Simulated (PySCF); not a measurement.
dialuminium oxide (Al2O), SMILES [Al][O][Al] (connectivity only; charge and spin as stated), neutral, multiplicity 1.

Geometry: r2SCAN-D4/def2-TZVP.

Two levels are set side by side: TDA-PBE/def2-TZVPD (PySCF) and ADC(2)/aug-cc-pVDZ (PySCF). Vertical, same geometry; the bases differ. Differences are taken from unrounded values.

```json
[
 {"quantity": "lowest singlet excitation (eV)", "ADC(2)": "4.73"}
]
```

What does TDA-PBE give, and how far is it from ADC(2)? (Estimate from the structure and the level; the computed values follow.)


```tsv
quantity	TDA-PBE	TDA-PBE minus ADC(2)
lowest singlet excitation (eV)	3.76	-0.98
```

A lower first singlet is the usual sign of a functional without exact exchange. Differences between two approximate levels are no errors against the true value.

Rough cost on one machine, each run with all the roots and properties that it gave: ADC(2) against TDA-PBE about 7 times.
